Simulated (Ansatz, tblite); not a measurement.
Cost and result up the ladder for In7Sb7H20, a nanocrystal cut from zinc blende InSb (hydrogen-capped) (34 atoms). Charge 0, multiplicity 1. Geometry: PBE-D4/def2-SVP.

Cartesian coordinates in Å:
```
In -2.5525 -0.8359 -3.7031
In 0.1560 2.7307 3.8338
In 0.0597 2.4144 -1.3529
In -2.4020 -0.8621 1.0862
In -0.1753 -4.3907 -1.2732
In 2.3619 -1.0315 1.0058
In 2.3697 -1.0057 -3.7830
Sb -2.0411 0.9476 3.3820
Sb -2.2293 0.7537 -1.2315
Sb -0.1328 -2.3321 -3.2811
Sb 0.1571 3.8710 1.2045
Sb 2.2081 0.8000 3.3073
Sb 2.2308 0.5989 -1.3046
Sb -0.0752 -2.4704 0.9727
H -2.3354 0.3435 -4.9644
H -3.9481 -1.8191 -3.3647
H 0.2184 3.7381 5.2433
H 0.0829 3.7004 -2.5298
H -3.9229 -1.6350 1.4449
H -1.7671 -5.0807 -1.1342
H 1.3667 -5.1920 -1.1783
H 3.8364 -1.9096 1.3128
H 2.1937 0.1856 -5.0393
H 3.7055 -2.0808 -3.4853
H -3.4522 1.9073 3.6146
H -2.2215 0.0803 4.8591
H -3.5191 1.8787 -1.0245
H -0.1916 -3.3307 -4.6863
H -1.0553 5.0934 1.2446
H 1.4721 4.9834 1.2036
H 3.6874 1.6653 3.4777
H 2.3907 -0.0740 4.7801
H 3.6012 1.6310 -1.1350
H -0.0768 -3.2730 2.4985
```

Ansatz on 2 threads of AMD EPYC 7R13 on a shared host and a share (18 GiB) of an NVIDIA H100 80GB HBM3; xTB runs through tblite on one thread. Times are rough, summed over both states, and most runs start from the orbitals of an earlier one. PBE0-D4/def2-SVP serves as the yardstick here, not as an exact answer. The other state is a doublet.

In the def2 sets In, Sb take a core potential; there is no spin–orbit coupling. The xTB rows come from tblite. Correlated methods freeze 56 core orbitals; core or outer-core shells of In, Sb are correlated, in sets that lack core-valence functions. Single mean-field runs in def2-SVP are fitted with def2-universal-jkfit.

Run but left out: PBE-D4/def2-SVP (charge +1 doublet: an occupied level 0.03 eV above an empty one).

Correlated methods converge slowly with the basis, most of all in double-zeta sets.

Raw xTB energies of ions are shifted by several eV.

```csv
level,functions,wall time,vertical IE (eV),difference from PBE0-D4/def2-SVP (eV)
GFN1-xTB,166,0.34 s,10.82,3.19
GFN2-xTB,146,0.44 s,11.50,3.86
PBE0-D4/def2-SVP,464,36 s,7.64,0.00
PBE-QIDH/def2-SVP (with forces),464,58 s,7.83,0.19
```
